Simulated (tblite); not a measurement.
Compound: Ge2H11NSi2.
Bonds: Si1–Ge2, Ge2–N3, N3–Si4, N3–Ge5. Hydrogens: H6, H7, H8 on Si1; H9, H10 on Ge2; H11, H12, H13 on Si4; H14, H15, H16 on Ge5.

Computed with GFN2-xTB (tblite), gas phase: L-BFGS steps from a force-field or distance-geometry start until the largest atomic force falls under 0.01 eV/Å.

Geometry at step 6:
```
atom  x, y, z in Å
Si1     2.6309   -0.8462    0.3451
Ge2     1.0050    0.6902   -0.2864
N3     -0.6617    0.2791    0.3938
Si4    -1.1799   -1.3756    0.3840
Ge5    -1.9540    1.5497    0.3798
H6      2.1478   -2.2034    0.1258
H7      3.8186   -0.6392   -0.4799
H8      2.9699   -0.6133    1.7470
H9      1.3089    2.1199    0.1553
H10     0.8300    0.8526   -1.7847
H11    -1.5616   -1.7711   -0.9721
H12    -0.0814   -2.2420    0.8366
H13    -2.3094   -1.5185    1.3147
H14    -3.2824    0.8925    0.4943
H15    -1.8916    2.3054   -0.8948
H16    -1.7967    2.5290    1.4976
```

**Question.** Give the atomic forces at this geometry.

**Answer.** 
| atom | Fx (eV/Å) | Fy (eV/Å) | Fz (eV/Å) |
| --- | --- | --- | --- |
| Si1 | -0.080 | 0.093 | -0.013 |
| Ge2 | 0.251 | 0.083 | 0.032 |
| N3 | 0.017 | -0.264 | 0.163 |
| Si4 | -0.081 | -0.160 | 0.146 |
| Ge5 | -0.111 | 0.147 | 0.013 |
| H6 | 0.143 | -0.135 | 0.020 |
| H7 | 0.082 | -0.007 | 0.009 |
| H8 | 0.086 | -0.095 | 0.057 |
| H9 | -0.197 | 0.006 | -0.002 |
| H10 | -0.083 | 0.072 | -0.137 |
| H11 | -0.077 | -0.079 | -0.103 |
| H12 | -0.060 | 0.140 | 0.018 |
| H13 | 0.092 | 0.088 | -0.101 |
| H14 | -0.148 | -0.079 | 0.037 |
| H15 | 0.014 | 0.174 | -0.267 |
| H16 | 0.150 | 0.015 | 0.129 |

The largest, 0.32 eV/Å, acts on H15 (N3 within 3 % of it); the rms over all components is 0.116 eV/Å. The forces sum to zero within rounding, as they must for an isolated molecule in no field.

**Question.** Give the force on H15 in Eh/bohr and in nN.

**Answer.** 0.319 eV/Å ÷ 51.422 = 0.00620 Eh/bohr, and 0.319 eV/Å × 1.602 = 0.51 nN.

**Question.** How far is this geometry from the end of the optimisation?

**Answer.** 0.139 eV above it, and 0.666 Å rms away after alignment. The bonds farthest from their final lengths, with half the difference of the two atoms' forces along the bond (positive lengthens):

```json
{"bond": "Ge5–H15", "now (Å)": "1.483", "final (Å)": "1.506", "force along bond (eV/Å)": "+0.13"}
{"bond": "Si1–Ge2", "now (Å)": "2.324", "final (Å)": "2.340", "force along bond (eV/Å)": "-0.13"}
{"bond": "Ge5–H14", "now (Å)": "1.486", "final (Å)": "1.500", "force along bond (eV/Å)": "+0.07"}
{"bond": "Ge2–H10", "now (Å)": "1.517", "final (Å)": "1.527", "force along bond (eV/Å)": "+0.10"}
{"bond": "Ge2–N3", "now (Å)": "1.847", "final (Å)": "1.855", "force along bond (eV/Å)": "+0.17"}
{"bond": "N3–Ge5", "now (Å)": "1.812", "final (Å)": "1.821", "force along bond (eV/Å)": "+0.19"}
```

The angle farthest from its final value is N3–Ge5–H16, 112.2° against 107.6°.

Of the 4 listed bonds off by 0.010 Å or more, this force points towards the final length in 3.

What follows is the cost of the whole relaxation. On an Arm Neoverse V1 with one thread, on a shared host, this took 1.1 s wall.
